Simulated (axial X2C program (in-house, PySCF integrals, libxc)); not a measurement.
## Spin–orbit effects down a group: molecules with Si (ions), HF

Calculated with an axial X2C code built on PySCF integrals, spin-free (one-electron X2C) or two-component (2c: spin–orbit coupling with atomic mean-field Coulomb and Gaunt terms, which also bring small scalar terms), in Dyall basis sets with cores contracted in-house; open shells are unrestricted.

Basis sets: Cs dyall-cv3z, H dyall-v3z, K dyall-cv3z, Li dyall-cv3z, Na dyall-cv3z, Rb dyall-cv3z, Si dyall-v3z.

| molecule | spin-free state | Re (Å) | ωe (cm⁻¹) | De (eV) | 2c state | Re 2c (Å) | ωe 2c (cm⁻¹) | De 2c (eV) |
| --- | --- | --- | --- | --- | --- | --- | --- | --- |
| SiH⁺ | M_S = 0, Λ = 0 | 1.500 | 2259.9 | 2.40 | Ω = 0 | 1.500 | 2259.6 | 2.40 |
| LiSi⁺ | M_S = 1, Λ = 1 | 2.799 | 263.7 | 0.65 | Ω = 2 | 2.799 | 263.6 | 0.64 |
| NaSi⁺ | M_S = 1, Λ = 1 | 3.200 | 142.9 | 0.38 | Ω = 2 | 3.200 | 142.8 | 0.37 |
| KSi⁺ | M_S = 1, Λ = 1 | 3.754 | 91.8 | 0.17 | Ω = 2 | 3.754 | 91.8 | 0.16 |
| RbSi⁺ | M_S = 1, Λ = 1 | 3.965 | 72.3 | 0.13 | Ω = 2 | 3.966 | 72.2 | 0.12 |
| CsSi⁺ | M_S = 1, Λ = 1 | 4.231 | 60.1 | 0.09 | Ω = 2 | 4.233 | 60.1 | 0.07 |

(1) Work out the shifts from the spin-free to the two-component result.

Fragments in 2c: Si+ + H, Si + Li+, Si + Na+, K+ + Si, Rb+ + Si, Cs+ + Si. Each entry is the lowest single determinant of a limited PBE0 search at one distance. De goes to single-determinant-based atoms at the same level (for ions the charge split of lowest energy) and is withheld (n/a) where an atom does not fit its ground term or J level. Main or longest-lived isotopes. One determinant is a doubtful description, or other states lie close, for LiSi⁺, NaSi⁺, KSi⁺, RbSi⁺, CsSi⁺; these need not be ground states, and all values refer to the states named. Some open-shell Ω = 0 determinants are out of reach, so the Ω given for LiSi⁺, NaSi⁺, KSi⁺, RbSi⁺, CsSi⁺ need not be the lowest component. With several unpaired electrons the Ω given is that of one determinant, not necessarily of the lowest component. Some light 2c atoms are not at their ground J level, so De misses part of their lowering (0.04 eV or less). Where the atoms have a lower orbital projection than the molecule, De at mean-field level may be about a tenth of an eV too small.

Answers

(1) 

| molecule | 2c state | ΔRe (Å) | Δωe (cm⁻¹) | ΔDe (eV) |
| --- | --- | --- | --- | --- |
| SiH⁺ | Ω = 0 | 0.000 | -0.3 | 0.00 |
| LiSi⁺ | Ω = 2 | 0.000 | -0.1 | -0.01 |
| NaSi⁺ | Ω = 2 | 0.000 | -0.1 | -0.01 |
| KSi⁺ | Ω = 2 | 0.000 | 0.0 | -0.01 |
| RbSi⁺ | Ω = 2 | 0.001 | -0.1 | -0.01 |
| CsSi⁺ | Ω = 2 | 0.002 | 0.0 | -0.02 |

Shifts of one unit in the last digit are rounding.
